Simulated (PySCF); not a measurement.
BFH₂Se₂, SMILES FB([SeH])[SeH].

Coordinates come from a B3LYP-D3(BJ)/def2-SVP optimisation. The structure was generated by enumeration, and PubChem lists no compound with its InChIKey, so it may never have been made. One conformer was computed; it need not be the lowest.

Method: PBE/def2-TZVP (PySCF).

Symmetry labels are those of the subgroup Cs that the program uses (full group Cs).

Computed valence orbital energies around the gap with their symmetry:
```csv
orbital,symmetry,energy (eV)
HOMO−7,A',-11.62
HOMO−6,A",-11.36
HOMO−5,A',-10.96
HOMO−4,A',-9.89
HOMO−3,A',-8.76
HOMO−2,A',-7.61
HOMO−1,A",-7.04
HOMO,A",-6.13
LUMO,A",-1.55
LUMO+1,A',-1.30
LUMO+2,A',-0.71
LUMO+3,A',-0.08
```
